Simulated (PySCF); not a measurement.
Input for PySCF:
```python
from pyscf import gto, scf, mcscf
import numpy

mol = gto.M(
    atom='''
B    -0.050818   -0.007980   -0.001662
As    1.096638   -0.886613   -1.383479
H     2.171836   -1.328315   -0.411094
H     1.886533    0.359639   -1.732784
As   -0.332792   -0.932531    1.748419
H    -0.440623   -2.318265    1.144199
H    -1.841005   -0.804210    1.758016
As   -0.712958    1.847649   -0.335190
H    -2.152313    1.591500    0.059000
H    -1.049640    1.598913   -1.790785
''',
    basis='sto-3g',
    charge=0,
    spin=0,
    verbose=3,
)

mf = scf.RHF(mol)
mf.kernel()
mc = mcscf.CASCI(mf, 5, 6)
mc.fix_spin_(ss=0.0)
mc.kernel()
occ = numpy.linalg.eigvalsh(mc.fcisolver.make_rdm1(mc.ci, mc.ncas, mc.nelecas))[::-1]
ss = mc.fcisolver.spin_square(mc.ci, mc.ncas, mc.nelecas)[0]
print('natural occupations', occ.round(4), ' <S^2>', round(ss, 4))
```

What does this run give for the SCF-reference HOMO energy, SCF-reference dipole moment, SCF-reference Mulliken (on the basis functions themselves) charges in atom order, natural occupations of the active orbitals, SCF-reference HOMO-LUMO gap, total energy?


```json
{
  "SCF-reference HOMO energy": "-7.22 eV",
  "SCF-reference dipole moment": "0.75 D",
  "SCF-reference Mulliken (on the basis functions themselves) charges in atom order": "B1 -0.09, As2 0.22, H3 -0.09, H4 -0.09, As5 0.22, H6 -0.10, H7 -0.09, As8 0.22, H9 -0.10, H10 -0.10",
  "natural_occupations_of_the_active_orbitals": "2.00, 2.00, 2.00, 0.01, 0.00",
  "SCF-reference HOMO-LUMO gap": "13.10 eV",
  "total_energy": "-6655.735833 Ha"
}
```
